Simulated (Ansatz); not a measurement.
A CCSD(T) single point on CH₅BClN (`CNBCl`).

```yaml
crystal:
  periodic: [false, false, false]
  atoms:
    - {symbol: C, position_ang: [0.510081, 0.482075, -0.973421]}
    - {symbol: N, position_ang: [-0.407912, -0.225955, -0.111724]}
    - {symbol: B, position_ang: [-0.261059, -0.415157, 1.248164]}
    - {symbol: Cl, position_ang: [-1.495338, -1.314500, 2.144847]}
    - {symbol: H, position_ang: [0.906974, -0.170390, -1.756523]}
    - {symbol: H, position_ang: [0.027925, 1.338926, -1.452796]}
    - {symbol: H, position_ang: [1.346688, 0.849912, -0.380021]}
    - {symbol: H, position_ang: [-1.220457, -0.605514, -0.573885]}
    - {symbol: H, position_ang: [0.681597, 0.014203, 1.838159]}
basis:
  gaussian: {orbitals: def2-TZVPP}
correlation: {method: ccsd_t}
output: {orbitals: {seedname: orbitals}}
```

```sh
$ ansatz run in.yaml --threads 2 --pin off --events-out ev --progress --plain
```

Log, shortened:

```
Functional definition: HF
1206 factors; integrals over basis functions are off by at most 1.5e-3 eV
mean field evaluation 1: about -15767.7551 eV, gradient 3.2e1 eV
mean field evaluation 2: about -15767.9166 eV, gradient 3.2e1 eV
mean field evaluation 4: about -15770.4569 eV, gradient 3.7e0 eV
mean field evaluation 8: about -15770.5033 eV, gradient 1.9e-1 eV
mean field -15770.50347263 eV, -579.5553129881 hartree, gradient 2.3e-6 eV, S^2 0.000000; 0 other end points of the search recorded, 0 dependent functions left out
8 core orbitals not correlated: weight in the atoms' cores, before any rotation towards them, 1.000 or more for the frozen orbitals, at most 0.000 for the correlated occupied ones
reference -15770.50347263 eV, -579.5553129881 hartree; 12, 12 occupied and 185, 185 virtual orbitals, 1206 factors
second order -18.44368177 eV of doubles, -0.00000000 eV of singles
cycle   1  -19.09613135 eV  change   -6.5e-1 eV  update   8.4e-2
cycle   2  -19.52832533 eV  change   -4.3e-1 eV  update   2.4e-2
cycle   3  -19.60888214 eV  change   -8.1e-2 eV  update   1.3e-2
cycle   4  -19.59970419 eV  change    9.2e-3 eV  update   3.8e-3
cycle   5  -19.60009344 eV  change   -3.9e-4 eV  update   1.8e-3
cycle   6  -19.60011496 eV  change   -2.2e-5 eV  update   4.8e-4
cycle   7  -19.59996866 eV  change    1.5e-4 eV  update   1.6e-4
cycle   8  -19.59998351 eV  change   -1.5e-5 eV  update   5.3e-5
cycle   9  -19.59998716 eV  change   -3.6e-6 eV  update   2.0e-5
perturbative correction -0.78909456 eV, -0.0289986902 hartree
Total energy: -15790.89255436 eV, -580.3045979213 hartree
```

Run time 78 s (2 threads of a server CPU on a shared host); peak host memory 2.7 GiB.

MP2 recovers 90.5 % of the CCSD(T) correlation energy and the triples give 3.9 %; T1 = 0.0113.
